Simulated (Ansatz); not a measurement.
A search over several starts for the lowest SCF solution of [Au(OH)4]- (AuO₄H₄⁻) at the given spin, in a small basis.

```yaml
crystal:
  periodic: [false, false, false]
  atoms:
    - {symbol: Au, position_ang: [-0.014313, 0.003726, -0.656542]}
    - {symbol: O, position_ang: [1.767954, 0.266784, 0.607057]}
    - {symbol: H, position_ang: [1.964326, -0.683166, 0.571071]}
    - {symbol: O, position_ang: [-0.569253, 1.960069, -0.727790]}
    - {symbol: H, position_ang: [0.076496, 2.405754, -0.170653]}
    - {symbol: O, position_ang: [-1.739941, -0.274187, 0.680419]}
    - {symbol: H, position_ang: [-1.937982, 0.675956, 0.663382]}
    - {symbol: O, position_ang: [0.536662, -1.951520, -0.773579]}
    - {symbol: H, position_ang: [-0.083959, -2.403396, -0.193354]}
basis:
  gaussian: {orbitals: def2-SVP, initial_orbitals: start.molden}
total_charge: -1
magnetization: {spin_polarized: true, initial_magnetization: 2}
hamiltonian: {xc: pbe0, dispersion: d4}
output: {orbitals: {seedname: orbitals}}
```

The file start.molden holds the orbitals of an earlier run on this structure, at another level or in another basis.

```sh
$ ansatz run in.yaml --threads 4 --pin off --events-out ev --progress --plain --max-ram 3916MiB
```

It prints (some lines left out):

```
Functional definition: PBE0
1050 factors; integrals over basis functions are off by at most 9.5e-4 eV
mean field evaluation 1: about -11928.3133 eV, gradient 9.8e0 eV
mean field evaluation 2: about -11928.7213 eV, gradient 3.7e-1 eV
mean field evaluation 4: about -11929.0896 eV, gradient 5.0e-3 eV
mean field evaluation 8: about -11929.0896 eV, gradient 7.1e-5 eV
mean field evaluation 16: about -11928.0103 eV, gradient 1.4e1 eV
mean field evaluation 32: about -11929.0896 eV, gradient 1.7e-3 eV
mean field -11929.08959298 eV, -438.3859567148 hartree, gradient 9.5e-6 eV, S^2 2.011729; 5 other end points of the search recorded, 0 dependent functions left out
reference -11929.08962882 eV, -438.3859580318 hartree; 29, 27 occupied and 79, 81 virtual orbitals, 1050 factors
Total energy: -11929.25257542 eV, -438.3919462088 hartree
```

It took 1.9 s on 4 threads of AMD EPYC 9R45 on a shared host.

In the def2 sets Au takes a core potential; there is no spin–orbit coupling. At PBE0-D4/def2-TZVPD a singlet of charge -1 lies 2.47 eV below the triplet, each at its own geometry.
